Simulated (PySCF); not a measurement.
# Atomic charges by several schemes

Hexafluoro-1,3-butadiene, C4F6.
SMILES with atom numbers: `[F:1][C:2]([F:3])=[C:4]([F:5])[C:6]([F:7])=[C:8]([F:9])[F:10]`

Structure used (PBE0-D3(BJ)/def2-SVP), in Å, numbered top down from 1:
```
atom  x, y, z in Å
F1     2.453   -0.124    0.722
C2     1.305   -0.010    1.329
F3     1.428    0.060    2.626
C4     0.113    0.033    0.714
F5    -0.974    0.150    1.473
C6    -0.112   -0.039   -0.719
F7     0.973   -0.175   -1.479
C8    -1.304    0.017   -1.333
F9    -2.448    0.154   -0.725
F10   -1.430   -0.062   -2.630
```

Density: PBE0/pcSseg-1 (PySCF); schemes: Mulliken, IAO, Hirshfeld and ESP-fitted. Geometry: PBE0-D3(BJ)/def2-SVP, one conformer, isolated molecule.

**Question.** At which atom do the 4 schemes differ most?

**Answer.** At C2 and C8: from +0.151 (Hirshfeld) to +0.594 e (Mulliken), 0.443 e apart.

**Question.** Do the Mulliken, IAO, Hirshfeld and ESP-fitted schemes agree on where the charge is lowest?

**Answer.** The schemes don't all agree: Mulliken F5 and F7 (-0.248); IAO F5 and F7 (-0.246); Hirshfeld F5 and F7 (-0.068); ESP-fitted F10 (-0.131).

**Question.** For which atoms does the sign change between the 4 schemes (beyond +0.03 e in one, beyond −0.03 e in another)?

**Answer.** C4 and C6. Atomic charges aren't observables, and each scheme defines them in its own way.

**Question.** What partial charge does each atom carry?

**Answer.** In e:

| atom | environment | Mulliken | IAO | Hirshfeld | ESP-fitted |
| --- | --- | --- | --- | --- | --- |
| F1 | vinyl fluorine | -0.209 | -0.217 | -0.048 | -0.117 |
| C2 | =CF2 carbon | +0.594 | +0.521 | +0.151 | +0.394 |
| F3 | vinyl fluorine | -0.218 | -0.220 | -0.052 | -0.129 |
| C4 | vinylic C–F carbon | +0.082 | +0.162 | +0.018 | -0.038 |
| F5 | vinyl fluorine | -0.248 | -0.246 | -0.068 | -0.111 |
| C6 | vinylic C–F carbon | +0.082 | +0.162 | +0.018 | -0.036 |
| F7 | vinyl fluorine | -0.248 | -0.246 | -0.068 | -0.112 |
| C8 | =CF2 carbon | +0.594 | +0.521 | +0.151 | +0.399 |
| F9 | vinyl fluorine | -0.210 | -0.218 | -0.048 | -0.119 |
| F10 | vinyl fluorine | -0.218 | -0.219 | -0.052 | -0.131 |

Mean size of the charges over all atoms: IAO 0.273 e, Mulliken 0.270 e, ESP-fitted 0.159 e, Hirshfeld 0.067 e. Each set sums to the total charge, 0, to within 0.001 e. The Hirshfeld scheme divides the density at each point in proportion to the densities of the neutral, spherically averaged free atoms. The IAO scheme counts the electrons in orthogonalised intrinsic atomic orbitals, a minimal basis polarised so that it spans the occupied orbitals exactly.

**Question.** How many electrons does the Hirshfeld scheme count on C2?

**Answer.** Z − q = 6 − (+0.151) = 5.849.

**Question.** How closely do the schemes follow one another over all atoms?

**Answer.** Correlation coefficient and root-mean-square difference: Mulliken with Hirshfeld 1.00, 0.239 e; Mulliken with IAO 0.99, 0.049 e; IAO with Hirshfeld 0.99, 0.222 e; Hirshfeld with ESP-fitted 0.97, 0.124 e; Mulliken with ESP-fitted 0.97, 0.132 e; IAO with ESP-fitted 0.93, 0.135 e.
